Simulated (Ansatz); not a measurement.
Coupled-cluster diagnostics for CrS2⁻, Ansatz.

Geometry of the doublet (PBE0-D4/def2-TZVPD):

Cartesian coordinates in Å:
```
Cr 0.100 -0.134 -0.347
S -0.623 -1.756 0.714
S 0.523 1.891 -0.366
```

Correlated methods freeze 15 core orbitals; core or outer-core shells of Cr are correlated, in sets that lack core-valence functions. In CCSD on the charge -1 sextet the largest single amplitude is 0.36, so its Hartree–Fock determinant may place the open shell otherwise than the density functionals do. The geometry of the doublet was relaxed on an unsound state (⟨S²⟩ 1.79, where a pure state has 0.75). The geometry of the quartet was relaxed on an unsound state (⟨S²⟩ 4.23, where a pure state has 3.75). At PBE0-D4/def2-TZVPD a triplet of charge 0 lies 1.83 eV below the restricted singlet at the same geometry. That triplet is doubtful there (⟨S²⟩ 3.06, where a pure state has 2.00). The structure comes from a short search, and lower isomers may exist.

Geometry of the charge -1 quartet (PBE0-D4/def2-TZVPD):

Cartesian coordinates in Å:
```
Cr -0.0011 0.0106 0.0282
S -1.8402 -1.0112 0.2914
S 1.8413 1.0007 -0.3196
```

Geometry of the charge -1 sextet (PBE0-D4/def2-TZVPD):

Cartesian coordinates in Å:
```
Cr -0.0982 0.7100 0.4913
S 0.5995 0.6490 -1.5865
S -0.5014 -1.3590 1.0952
```

(1) Estimate the CCSD(T) correlation energy, the shares of MP2 and (T), T1 and the reference's ⟨S²⟩ for: charge -1, doublet, own geometry in def2-TZVPPD; charge -1, quartet, own geometry in def2-TZVPPD; charge -1, sextet, own geometry in def2-TZVPPD; charge 0, singlet, vertical in def2-TZVPPD; and the rough time on 4 threads of Intel Xeon 6975P-C on a shared host.

## Answers

(1) 
```csv
state,basis,correlation (eV),MP2 share (%),(T) share (%),T1,⟨S²⟩ (pure),wall time,remarks
"charge -1, doublet, own geometry",def2-TZVPPD,-25.698,85.3,7.2,0.089,2.49 (0.75),32 s,"flagged by the program, large T1 (0.089), spin-contaminated (⟨S²⟩ 2.49)"
"charge -1, quartet, own geometry",def2-TZVPPD,-24.369,87.0,6.2,0.088,4.73 (3.75),25 s,"large T1 (0.088), spin-contaminated (⟨S²⟩ 4.73)"
"charge -1, sextet, own geometry",def2-TZVPPD,-23.205,86.3,5.3,0.093,9.42 (8.75),24 s,"large T1 (0.093), spin-contaminated (⟨S²⟩ 9.42)"
"charge 0, singlet, vertical",def2-TZVPPD,-27.580,92.3,8.2,0.088,0.00 (0.00),24 s,"flagged by the program, large T1 (0.088), restricted SCF unstable"
```
Customary marks for T1 are 0.02 (closed shells), 0.045 (open shells) and about 0.05 (3d metals). T1 exceeds 0.02 in 4 of 4 rows and 0.045 in 4; the higher it lies, the less the single-reference result can be trusted.
